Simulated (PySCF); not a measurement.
## UHF on Se(2+) (selenium, charge +2)

Configuration: [Ar] 3d10 4s2 4p2, high-spin 3P determinant. All numbers are calculated (PySCF 2.14, scalar relativity by spin-free X2C-1e, in aug-cc-pVDZ-DK (6s5p3d, 36 functions)).

| Property | Result |
| --- | --- |
| Total energy | -2426.881924 hartree |
| One-electron energy | -3351.2880 hartree |
| Hartree (Coulomb) energy | 1010.7547 hartree |
| Exchange energy | -86.3486 hartree |
| ⟨S²⟩ | 2.0072 |
| ⟨L²⟩ | 2.021 |
| Sum of ⟨r⟩ | 19.86 bohr |
| Sum of ⟨r²⟩ | 24.25 bohr² |
| Traceless quadrupole moment −½Σ⟨3z² − r²⟩ along its main axis | 1.85 e·bohr² |
| Langevin diamagnetic susceptibility | -19.2 ×10⁻⁶ cm³/mol |
| Time after the integrals | 0.07 s of wall time on 1 thread of Intel(R) Xeon(R) 6975P-C (shared host) |

| shell | electrons | mean orbital energy (hartree) | spread (hartree) | rms radius, mean of both spins (bohr) |
| --- | --- | --- | --- | --- |
| 1s α | 1 | -468.91607 | 0 | 0.0508 |
| 1s β | 1 | -468.90707 | 0 | 0.0508 |
| 2s α | 1 | -63.19212 | 0 | 0.212 |
| 2s β | 1 | -63.18697 | 0 | 0.212 |
| 2p α | 3 | -55.51234 | 0.00359 | 0.189 |
| 2p β | 3 | -55.50195 | 0.00838 | 0.189 |
| 3s α | 1 | -10.06447 | 0 | 0.612 |
| 3s β | 1 | -10.04645 | 0 | 0.612 |
| 3p α | 3 | -7.57296 | 0.00226 | 0.636 |
| 3p β | 3 | -7.54909 | 0.02716 | 0.636 |
| 3d α | 5 | -3.43624 | 0.01561 | 0.694 |
| 3d β | 5 | -3.42279 | 0.02734 | 0.694 |
| 4s α | 1 | -1.68479 | 0 | 1.84 |
| 4s β | 1 | -1.46494 | 0 | 1.84 |
| 4p α | 2 | -1.15432 | 0 | 2.14 |

Densities and radii are taken from the X2C orbitals without a picture-change correction, which distorts them close to the nucleus.
